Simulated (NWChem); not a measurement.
The numbers come from NWChem runs, not from measurements. System: H$_{4}$ClGaN$_{2}$, charge 0, spin multiplicity 1, at a geometry optimised with PBE0/def2-SVP. The structure started from a generated list of species. Level: MP2/def2-TZVP, 16 core orbitals frozen.

Job file:

```
start mol
memory heap 200 mb stack 800 mb global 1000 mb
geometry units angstroms nocenter noautoz
  Ga     0.000000     0.000000     0.316262
  Cl     0.000000     0.000000    -1.837835
  N      0.017624    -1.604187     1.139475
  H      0.176006    -2.456819     0.617703
  H      0.212117    -1.721546     2.125510
  N     -0.017624     1.604187     1.139475
  H     -0.212117     1.721546     2.125510
  H     -0.176006     2.456819     0.617703
  symmetry group C2
end
basis spherical
  * library def2-tzvp
end
scf
  rhf
  nopen 0
  maxiter 100
  thresh 1e-7
  semidirect memsize 60000000 filesize 0
end
mp2
  freeze core 16
end
task mp2 energy
```

Part of the output:

```
             Northwest Computational Chemistry Package (NWChem) 7.3.0
             --------------------------------------------------------

                                NWChem Input Module
                                -------------------

 Scaling coordinates for geometry "geometry" by  1.889725989
 (inverse scale =  0.529177249)

 Turning off AUTOSYM since
 SYMMETRY directive was detected!

                             Geometry "geometry" -> ""
                             -------------------------

 Output coordinates in angstroms (scale by  1.889725989 to convert to a.u.)

  No.       Tag          Charge          X              Y              Z
 ---- ---------------- ---------- -------------- -------------- --------------
    1 Ga                  31.0000     0.00000000     0.00000000     0.31626200
    2 Cl                  17.0000     0.00000000     0.00000000    -1.83783500
    3 N                    7.0000     0.01762400    -1.60418700     1.13947500
    4 H                    1.0000     0.17600600    -2.45681900     0.61770300
    5 H                    1.0000     0.21211700    -1.72154600     2.12551000
    6 N                    7.0000    -0.01762400     1.60418700     1.13947500
    7 H                    1.0000    -0.21211700     1.72154600     2.12551000
    8 H                    1.0000    -0.17600600     2.45681900     0.61770300

 Effective nuclear repulsion energy (a.u.)     357.5019635669

            Nuclear Dipole moment (a.u.)
            ----------------------------
        X                 Y               Z
 ---------------- ---------------- ----------------
     0.0000000000    -0.0000000000     0.0000056692

      Symmetry information
      --------------------

 Group name             C2
 Group number              4
 Group order               2
 No. of unique centers     5

      Symmetry unique atoms

     1    2    3    4    5


 Summary of "ao basis" -> "" (spherical)
 ------------------------------------------------------------------------------
       Tag                 Description            Shells   Functions and Types
 ---------------- ------------------------------  ------  ---------------------
 *                         def2-tzvp                  on all atoms

 Summary of "ao basis" -> "ao basis" (spherical)
 ------------------------------------------------------------------------------
       Tag                 Description            Shells   Functions and Types
 ---------------- ------------------------------  ------  ---------------------
 Ga                        def2-tzvp                16       48   6s5p4d1f
 Cl                        def2-tzvp                13       37   5s5p2d1f
 N                         def2-tzvp                11       31   5s3p2d1f
 H                         def2-tzvp                 4        6   3s1p

                                 NWChem SCF Module
                                 -----------------

  ao basis        = "ao basis"
  functions       =   171
  atoms           =     8
  closed shells   =    33
  open shells     =     0
  charge          =   0.00
  wavefunction    = RHF
  use symmetry    = T
  symmetry adapt  = T

 Summary of "ao basis" -> "ao basis" (spherical)
 ------------------------------------------------------------------------------
       Tag                 Description            Shells   Functions and Types
 ---------------- ------------------------------  ------  ---------------------
 Ga                        def2-tzvp                16       48   6s5p4d1f
[...]
    90      2.020149  3 N  s                133     -2.020149  6 N  s
    20      1.202126  1 Ga py               119     -0.749057  4 H  s
   168      0.749057  8 H  s                125     -0.744364  5 H  s
   162      0.744364  7 H  s                 38      0.330642  1 Ga d -1
    89     -0.310051  3 N  s                132      0.310051  6 N  s

 center of mass
 --------------
 x =   0.00000000 y =  -0.00000000 z =  -0.06988176

 moments of inertia (a.u.)
 ------------------
         933.013984949465           8.568573352868          -0.000000000000
           8.568573352868         611.440282840794           0.000000000000
          -0.000000000000           0.000000000000         322.729521945273

  Mulliken analysis of the total density
  --------------------------------------

    Atom       Charge   Shell Charges
 -----------   ------   -------------------------------------------------------
    1 Ga  31    30.06   2.00  2.00  1.16  0.81  0.58  0.10  5.98  4.45  1.55  0.87  0.19  8.90  1.14  0.08  0.15  0.08
    2 Cl  17    17.41   2.01  0.45  1.52  1.08  0.87  4.18  1.69  1.08  2.87  1.65  0.00  0.02  0.00
    3 N    7     7.78   0.82  1.16  0.51  0.81  0.21  1.50  1.78  0.97  0.00  0.01  0.00
    4 H    1     0.74   0.26  0.40  0.05  0.04
    5 H    1     0.75   0.26  0.40  0.05  0.04
    6 N    7     7.78   0.82  1.16  0.51  0.81  0.21  1.50  1.78  0.97  0.00  0.01  0.00
    7 H    1     0.75   0.26  0.40  0.05  0.04
    8 H    1     0.74   0.26  0.40  0.05  0.04

       Multipole analysis of the density wrt the origin
       ------------------------------------------------

     L   x y z        total         open         nuclear
     -   - - -        -----         ----         -------
     0   0 0 0     -0.000000      0.000000     66.000000

     1   1 0 0     -0.000000      0.000000      0.000000
     1   0 1 0     -0.000000      0.000000     -0.000000
     1   0 0 1      1.103677      0.000000      0.000006

     2   2 0 0    -31.532241      0.000000      0.558129
     2   1 1 0     -1.816419      0.000000     -7.109913
     2   1 0 1     -0.000000      0.000000      0.000000
     2   0 2 0    -27.878198      0.000000    192.934547
     2   0 1 1     -0.000000      0.000000     -0.000000
     2   0 0 2    -31.072680      0.000000    316.027957

                   NWChem MP2 Semi-direct Energy/Gradient Module
                   ---------------------------------------------

  Basis functions       =    171
  Molecular orbitals    =    171
  Frozen core           =     16
  Frozen virtuals       =      0
  Active alpha occupied =     17
  Active beta occupied  =     17
  Active alpha virtual  =    138
  Active beta virtual   =    138
  Use MO symmetry       = T
  Use skeleton AO sym   = T

  AO/Fock/Back tols     =   1.0D-09  1.0D-09  1.0D-09

 GA uses MA = F    GA memory limited = T

 Available:
  local mem=  1.15D+08
 global mem=  1.31D+08
 local disk=  0.00D+00
  mp2_memr nvloc                   138
  nvloc new                   138
   1 passes of  17:        5242880                     176904                 109438357.
   1 passes of  17: M    114666618           G      131013518           F     109423738.
  mp2_memr nvloc                   138
  nvloc new                   138
   2 passes of   9:        5242880                     121726                  57961486.
   2 passes of   9: M    114666618           G      131013518           F     109423738.

 Semi-direct pass number   1 of   2  for RHF alpha+beta  at       19.2s
  vrange nnbf                 13714
  mp2_eaftype                   221  avail_ma_in_mb                   999
 EAF : mp2_eaftype filesize         221   28980743.
  mp2_eaf for mointskh                    221
Node 0 wrote    136.3 Mb in      0.1 s     Agg I/O rate:  2090.8 Mb/s
 Done moints_semi at       43.5s
  mp2_eaftype                   221  avail_ma_in_mb                   778
 EAF : mp2_eaftype filesize         221   28980743.
  mp2_eaf for kh                   221
 Done maket at       44.1s
 Semi-direct pass number   2 of   2  for RHF alpha+beta  at       44.1s
  vrange nnbf                 13714
  mp2_eaftype                   221  avail_ma_in_mb                   778
 EAF : mp2_eaftype filesize         221   28980743.
  mp2_eaf for mointskh                    221
Node 0 wrote    121.1 Mb in      0.1 s     Agg I/O rate:  2101.8 Mb/s
 Done moints_semi at       69.6s
  mp2_eaftype                   221  avail_ma_in_mb                   778
 EAF : mp2_eaftype filesize         221   28980743.
  mp2_eaf for kh                   221
 Done maket at       70.1s
 Done multipass loop at       70.1s

          -------------------------------------------
          SCF energy               -2494.147278458204
          Correlation energy          -0.828256606709
          Singlet pairs               -0.494713973240
          Triplet pairs               -0.333542633469
          Total MP2 energy         -2494.975535064914
          -------------------------------------------

          ---------------------------------------------------
                    Spin Component Scaled (SCS) MP2
          Same spin pairs                     -0.222361755646
          Same spin scaling factor             0.333333333333
          Opposite spin pairs                 -0.605894851063
          Opposite spin scaling fact.          1.200000000000
          SCS-MP2 correlation energy          -0.801194406491
          Total SCS-MP2 energy             -2494.948472864696
          ---------------------------------------------------

 -----------------------
 Performance information
 -----------------------

 Timer overhead =  1.98D-07 seconds/call

               Nr. of calls         CPU time (s)                 Wall time (s)                GFlops
             ---------------    -------------------     ------------------------------   -------------------
Name         Min   Avg   Max    Min     Avg     Max     Min     Avg     Max   Mx/calls   Min     Max     Sum
mp2: moin     2     2     2    50.     50.     50.      50.     50.     50.     25.      0.0     0.0     0.0
mp2: make     2     2     2    1.1     1.1     1.1      1.1     1.1     1.1    0.57      0.0     0.0     0.0
mp2: tota     1     1     1    51.     51.     51.      51.     51.     51.     51.      0.0     0.0     0.0

 The average no. of pstat calls per process was 5.00D+00
 with a timing overhead of 9.89D-07s

 Task  times  cpu:       70.0s     wall:       70.0s

 Total times  cpu:       70.1s     wall:       70.1s
```
